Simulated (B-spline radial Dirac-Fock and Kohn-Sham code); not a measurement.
Atomic SCF run for Pm⁵⁺

ΔSCF core binding energies without Breit or QED terms, calculated with an atomic code on a B-spline grid. Keys: rel is the Hamiltonian (dirac, or spin-free x2c and nr, where L3 and M5 stand for the whole 2p and 3d shells), method is hf or an exchange,correlation pair (spin-unpolarised, also for the hole states), nuc the nuclear model, radius_factor scales its radius, rmax is the box in bohr, h the logarithmic mesh step, order the B-spline order, points the quadrature points per cell, c_factor scales the speed of light, and damp, ndamp, maxit and tol steer the iteration. The run stops when the commutator error falls below 10·tol·max(1, Z/10), or the numerical noise floor, and the energy has settled to about 1e-8 Ha; the virial ratio is −V/T.

Input (task.json):

```json
{"items": [{"Z": 61, "q": 5, "cfg": [[1, 0, 2], [2, 0, 2], [2, 1, 6], [3, 0, 2], [3, 1, 6], [3, 2, 10], [4, 0, 2], [4, 1, 6], [4, 2, 10], [4, 3, 3], [5, 0, 2], [5, 1, 5]], "A": 145, "rrms": 4.962, "do": "settings", "holes": ["K", "L3", "M5"],
  "settings": [{"rel": "dirac", "method": "hf", "nuc": "fermi", "radius_factor": 1.0, "rmax": 45.0, "h": 0.3, "order": 8, "points": 10, "c_factor": 1.0, "maxit": 60, "damp": 0.2, "ndamp": 3, "tol": 1e-08}]}]}
```

Command: `python xray2_run.py task.json out`

Ground-state iterations:

```
iter   energy (Ha)        error
   1    -9994.44334318  2.02e+00
   2   -10009.60006278  8.31e-01
   3   -10016.30733011  2.54e-01
   4   -10016.84084872  7.83e-02
   5   -10016.87924203  5.07e-02
   6   -10016.90580960  1.19e-03
   7   -10016.90582071  1.90e-04
   8   -10016.90582093  2.44e-05
   9   -10016.90582094  1.01e-06
  10   -10016.90582094  6.41e-08
```

The ground state converged in 10 iterations, with total energy -10016.90582 Ha, virial ratio 1.92487 and highest orbital energy -77.79 eV. ΔSCF binding energies: K (1s) 45444.9 eV, L3 (2p3/2) 6553.1 eV, M5 (3d5/2) 1110.5 eV.
